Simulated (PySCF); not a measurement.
Cl2Hg, triplet, at a GFN2-xTB geometry (such geometries of metal compounds can be far from the true shape) (a higher spin typed on purpose: for a closed-shell molecule this is an excited state) (core potentials on Hg); DF-SVWN5/def2-TZVP (PySCF).

Here is a job for PySCF.
```python
from pyscf import gto, scf, dft

mol = gto.M(
    atom='''
Hg   -0.52262276    0.06185863   -0.51025056
Cl    2.16280555    0.08435262    0.27273084
Cl    0.29659568   -0.37545207    2.12844827
''',
    basis='def2-tzvp',
    ecp={'Hg': 'def2-tzvp'},
    spin=2,
    verbose=4,
)

mf = dft.UKS(mol)
mf.xc = 'lda,vwn'
mf = mf.density_fit(auxbasis='def2-universal-jkfit')
mf.kernel()
mf.analyze()
```

Question: Write the output that PySCF gives for this input, abridged.

Answer: 
```
PySCF version 2.14.0

[INPUT] verbose = 4
[INPUT] num. atoms = 3
[INPUT] num. electrons = 54
[INPUT] charge = 0
[INPUT] spin (= nelec alpha-beta = 2S) = 2
[INPUT] symmetry False subgroup None
[INPUT] Mole.unit = angstrom
[INPUT] Symbol           X                Y                Z      unit          X                Y                Z       unit  Magmom
[...]
nuclear repulsion = 185.878909488134
number of shells = 41
number of NR pGTOs = 195
number of NR cGTOs = 117
basis = def2-tzvp
ecp = {'Hg': 'def2-tzvp'}

******** <class 'pyscf.df.df_jk.DFUKS'> ********
method = DFUKS
initial guess = minao
damping factor = 0
level_shift factor = 0
DIIS = <class 'pyscf.scf.diis.CDIIS'>
diis_start_cycle = 1
diis_space = 8
diis_damp = 0
SCF conv_tol = 1e-09
SCF conv_tol_grad = None
SCF max_cycles = 50
direct_scf = False
number electrons alpha = 28  beta = 26
XC library pyscf.dft.libxc version 7.1.2
    S. Lehtola, C. Steigemann, M. J. T. Oliveira, and M. A. L. Marques,  SoftwareX 7, 1–5 (2018)
XC functionals = lda,vwn
    P. A. M. Dirac,  Math. Proc. Cambridge Philos. Soc. 26, 376 (1930)
    F. Bloch,  Z. Phys. 57, 545 (1929)
    S. H. Vosko, L. Wilk, and M. Nusair,  Can. J. Phys. 58, 1200 (1980)
radial grids:
    Treutler-Ahlrichs [JCP 102, 346 (1995); DOI:10.1063/1.469408] (M4) radial grids

becke partition: Becke, JCP 88, 2547 (1988); DOI:10.1063/1.454033
pruning grids: <function nwchem_prune>
grids dens level: 3
symmetrized grids: False
atomic radii adjust function: <function treutler_atomic_radii_adjust>
small_rho_cutoff = 0
Set gradient conv threshold to 3.16228e-05
tot grids = 61504
init E= -1052.26624359631

cycle= 1 E= -1069.36170039264  delta_E= -17.1  |g|= 1.77  |ddm|= 7.06
cycle= 2 E= -1042.89329518403  delta_E= 26.5  |g|= 4.54  |ddm|= 8.15

cycle= 3 E= -1070.15051558776  delta_E= -27.3  |g|= 0.914  |ddm|=  7.7

cycle= 4 E= -1069.99130055834  delta_E= 0.159  |g|= 1.03  |ddm|= 2.67

cycle= 5 E= -1070.67998876858  delta_E= -0.689  |g|= 0.135  |ddm|= 1.13
cycle= 6 E= -1070.69437443345  delta_E= -0.0144  |g|= 0.079  |ddm|= 0.453
cycle= 7 E= -1070.69866534007  delta_E= -0.00429  |g|= 0.0293  |ddm|= 0.104
cycle= 8 E= -1070.69904997492  delta_E= -0.000385  |g|= 0.00502  |ddm|= 0.0354
cycle= 9 E= -1070.69899007053  delta_E= 5.99e-05  |g|= 0.00977  |ddm|= 0.0194
cycle= 10 E= -1070.69904372364  delta_E= -5.37e-05  |g|= 0.00499  |ddm|= 0.0227
cycle= 11 E= -1070.69906180446  delta_E= -1.81e-05  |g|= 0.000466  |ddm|= 0.00789
cycle= 12 E= -1070.69906190755  delta_E= -1.03e-07  |g|= 0.000193  |ddm|= 0.000564
cycle= 13 E= -1070.69906192272  delta_E= -1.52e-08  |g|= 2.66e-05  |ddm|= 0.000219
cycle= 14 E= -1070.69906192287  delta_E= -1.51e-10  |g|= 2.25e-05  |ddm|= 5.01e-05
Extra cycle  E= -1070.69906192261  delta_E= 2.63e-10  |g|= 3.2e-05  |ddm|= 5.73e-05
converged SCF energy = -1070.69906192261  <S^2> = 2.0021592  2S+1 = 3.0014391
**** SCF Summaries ****
Total Energy =                       -1070.699061922608962
Nuclear Repulsion Energy =             185.878909488133672
One-electron Energy =                -1911.232768638820517
Two-electron Energy =                  654.654797228078110
Two-electron Coulomb Energy =          721.741038147931931
DFT Exchange-Correlation Energy =      -67.086240919853807
**** MO energy ****
                             alpha | beta                alpha | beta
[...]
spin_pop of  0 Hg 5s        0.00084
spin_pop of  0 Hg 6s        0.53106
spin_pop of  0 Hg 7s        0.00047
spin_pop of  0 Hg 8s        0.00152
spin_pop of  0 Hg 9s        0.00336
spin_pop of  0 Hg 10s        0.00002
spin_pop of  0 Hg 5px       0.00139
spin_pop of  0 Hg 5py       0.00002
spin_pop of  0 Hg 5pz       0.00132
spin_pop of  0 Hg 6px      -0.00008
spin_pop of  0 Hg 6py      -0.00015
spin_pop of  0 Hg 6pz      -0.00008
spin_pop of  0 Hg 7px       0.00070
spin_pop of  0 Hg 7py       0.00011
spin_pop of  0 Hg 7pz       0.00067
spin_pop of  0 Hg 8px       0.00899
spin_pop of  0 Hg 8py      -0.00034
spin_pop of  0 Hg 8pz       0.00850
spin_pop of  0 Hg 9px       0.00103
spin_pop of  0 Hg 9py       0.00008
spin_pop of  0 Hg 9pz       0.00099
spin_pop of  0 Hg 5dxy     -0.00247
spin_pop of  0 Hg 5dyz     -0.00222
spin_pop of  0 Hg 5dz^2    -0.00067
spin_pop of  0 Hg 5dxz     -0.00401
spin_pop of  0 Hg 5dx2-y2   -0.00367
spin_pop of  0 Hg 6dxy      0.00002
spin_pop of  0 Hg 6dyz      0.00004
spin_pop of  0 Hg 6dz^2     0.00003
spin_pop of  0 Hg 6dxz      0.00103
spin_pop of  0 Hg 6dx2-y2    0.00128
spin_pop of  0 Hg 7dxy      0.00634
spin_pop of  0 Hg 7dyz      0.00752
spin_pop of  0 Hg 7dz^2     0.00800
spin_pop of  0 Hg 7dxz      0.00296
spin_pop of  0 Hg 7dx2-y2    0.00312
spin_pop of  0 Hg 5f-3      0.00000
spin_pop of  0 Hg 5f-2      0.00000
spin_pop of  0 Hg 5f-1      0.00002
spin_pop of  0 Hg 5f+0      0.00002
spin_pop of  0 Hg 5f+1      0.00001
spin_pop of  0 Hg 5f+2      0.00001
spin_pop of  0 Hg 5f+3     -0.00000
spin_pop of  1 Cl 1s        0.00000
spin_pop of  1 Cl 2s       -0.00001
spin_pop of  1 Cl 3s        0.00609
spin_pop of  1 Cl 4s        0.00069
spin_pop of  1 Cl 5s        0.00000
spin_pop of  1 Cl 2px       0.00003
spin_pop of  1 Cl 2py      -0.00000
spin_pop of  1 Cl 2pz       0.00002
spin_pop of  1 Cl 3px       0.36107
spin_pop of  1 Cl 3py       0.01631
spin_pop of  1 Cl 3pz       0.32513
spin_pop of  1 Cl 4px       0.00068
spin_pop of  1 Cl 4py      -0.00022
spin_pop of  1 Cl 4pz       0.00040
spin_pop of  1 Cl 5px       0.00001
spin_pop of  1 Cl 5py       0.00000
spin_pop of  1 Cl 5pz       0.00001
spin_pop of  1 Cl 6px       0.00007
spin_pop of  1 Cl 6py      -0.00004
spin_pop of  1 Cl 6pz       0.00005
spin_pop of  1 Cl 3dxy      0.00006
spin_pop of  1 Cl 3dyz      0.00004
spin_pop of  1 Cl 3dz^2     0.00018
spin_pop of  1 Cl 3dxz      0.00039
spin_pop of  1 Cl 3dx2-y2    0.00007
spin_pop of  1 Cl 4dxy     -0.00002
spin_pop of  1 Cl 4dyz      0.00000
spin_pop of  1 Cl 4dz^2     0.00000
spin_pop of  1 Cl 4dxz     -0.00002
spin_pop of  1 Cl 4dx2-y2   -0.00004
spin_pop of  1 Cl 4f-3      0.00003
spin_pop of  1 Cl 4f-2      0.00001
spin_pop of  1 Cl 4f-1      0.00001
spin_pop of  1 Cl 4f+0      0.00000
spin_pop of  1 Cl 4f+1      0.00001
spin_pop of  1 Cl 4f+2      0.00002
spin_pop of  1 Cl 4f+3      0.00003
spin_pop of  2 Cl 1s        0.00000
spin_pop of  2 Cl 2s       -0.00001
spin_pop of  2 Cl 3s        0.00609
spin_pop of  2 Cl 4s        0.00070
spin_pop of  2 Cl 5s        0.00000
spin_pop of  2 Cl 2px       0.00002
spin_pop of  2 Cl 2py      -0.00000
spin_pop of  2 Cl 2pz       0.00003
spin_pop of  2 Cl 3px       0.33224
spin_pop of  2 Cl 3py       0.01715
spin_pop of  2 Cl 3pz       0.35315
spin_pop of  2 Cl 4px       0.00042
spin_pop of  2 Cl 4py      -0.00022
spin_pop of  2 Cl 4pz       0.00067
spin_pop of  2 Cl 5px       0.00001
spin_pop of  2 Cl 5py       0.00000
spin_pop of  2 Cl 5pz       0.00001
spin_pop of  2 Cl 6px       0.00005
spin_pop of  2 Cl 6py      -0.00004
spin_pop of  2 Cl 6pz       0.00007
spin_pop of  2 Cl 3dxy      0.00003
spin_pop of  2 Cl 3dyz      0.00005
spin_pop of  2 Cl 3dz^2     0.00003
spin_pop of  2 Cl 3dxz      0.00039
spin_pop of  2 Cl 3dx2-y2    0.00023
spin_pop of  2 Cl 4dxy      0.00000
spin_pop of  2 Cl 4dyz     -0.00002
spin_pop of  2 Cl 4dz^2    -0.00003
spin_pop of  2 Cl 4dxz     -0.00002
spin_pop of  2 Cl 4dx2-y2    0.00000
spin_pop of  2 Cl 4f-3      0.00001
spin_pop of  2 Cl 4f-2      0.00001
spin_pop of  2 Cl 4f-1      0.00003
spin_pop of  2 Cl 4f+0      0.00003
spin_pop of  2 Cl 4f+1      0.00000
spin_pop of  2 Cl 4f+2      0.00002
spin_pop of  2 Cl 4f+3      0.00002
In total            28.00000 | 26.00000
Dipole moment(X, Y, Z, Debye): -2.30925,  0.27330, -2.25442
```
